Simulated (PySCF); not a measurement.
## InHCl + H₂O → HIn(OH) + HCl

Level: PBE0 in the def2-TZVP basis family, computed in PySCF with density fitting; scalar-relativistic core potentials for atoms from Rb on, none lighter, no spin–orbit coupling; open shells unrestricted.

```csv
species,state and structure,E (Eh),ZPE (kJ/mol),H(298 K) − H(0) (kJ/mol),S° (J/(mol K))
InHCl,"doublet, Cs, In–Cl 2.365 Å, In–H 1.773 Å; Cl–In–H 115.3°",-650.81335,13.7,11.7,280.5
H₂O,"singlet, C2v, O–H 0.960 Å (×2); H–O–H 105.1°",-76.37736,56.5,9.9,188.7
HIn(OH),"doublet, Cs, In–H 1.767 Å, In–O 2.004 Å, O–H 0.960 Å; H–In–O 113.7°, H–O–In 115.0°",-266.48958,45.0,12.4,275.7
HCl,"singlet, C∞v, H–Cl 1.279 Å",-460.66440,17.9,8.7,186.6
```

(1) What is the electronic reaction energy?

(2) Add zero-point, thermal and entropy terms for 298.15 K and 1 bar.

Results:

(1) At PBE0/def2-TZVP, ΔE = 96.4 kJ/mol from the differences of the total energies times 2625.5, uphill. 

(2) ΔZPE = -7.3 and Δ[H(298) − H(0)] = -0.5 kJ/mol give ΔH° = 88.6 kJ/mol. ΔS° = -6.9 J/(mol K), so ΔG° = 88.6 − 298.15 × (-0.0069) = 91 kJ/mol and log₁₀K = -15.9.

Only the bonding shown was studied: isomers, or loss of a ligand pair, can lie lower.
